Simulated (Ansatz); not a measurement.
This geometry of BClH2O + H2S (8 atoms, charge 0, multiplicity 1) is a first-order saddle point.

Computed with Ansatz, RKS B3LYP-D4/6-31G*.

```xyz
8
Properties=species:S:1:pos:R:3
B 0.157 0.252 0.200
O -0.093 -0.189 1.642
H -0.980 -0.577 1.736
Cl 1.696 -0.424 -0.474
H -0.804 0.184 -0.504
S 0.333 2.241 0.793
H 1.650 2.212 1.088
H -0.053 1.108 1.844
```

Task: Which two structures does it join? (They come from a converged band through this point; their orientation in space is the band's.)

Result: Bonds broken: S6–H8. Bonds formed: B1–S6, O2–H8. BClH2O + H2S becomes BClH4OS.

First end point:

```xyz
8
Properties=species:S:1:pos:R:3
B -0.051 -0.383 0.144
O -0.464 -0.871 1.330
H -1.412 -0.720 1.462
Cl 1.675 -0.545 -0.249
H -0.777 0.104 -0.665
S 0.427 2.670 1.545
H 1.306 2.742 0.523
H 1.203 1.810 2.237
```

Last end point:

```xyz
8
Properties=species:S:1:pos:R:3
B 0.159 0.562 0.150
O -0.025 -0.080 1.766
H -0.608 -0.862 1.760
Cl 1.485 -0.482 -0.530
H -0.922 0.380 -0.326
S 0.486 2.378 0.462
H 1.798 2.284 0.772
H -0.467 0.629 2.273
```

Task: How far does it lie above each of them?

Result: 116.9 kJ/mol above the first and 61.3 kJ/mol above the second. This is the barrier of this one path; another mechanism may lie lower. The orbitals stay closed-shell, which can raise the energy where a bond breaks towards radicals; this wasn't checked here.

Run time: 7.7 min on 1 thread of Arm Neoverse V1, on a shared host, peak memory 0.17 GiB.
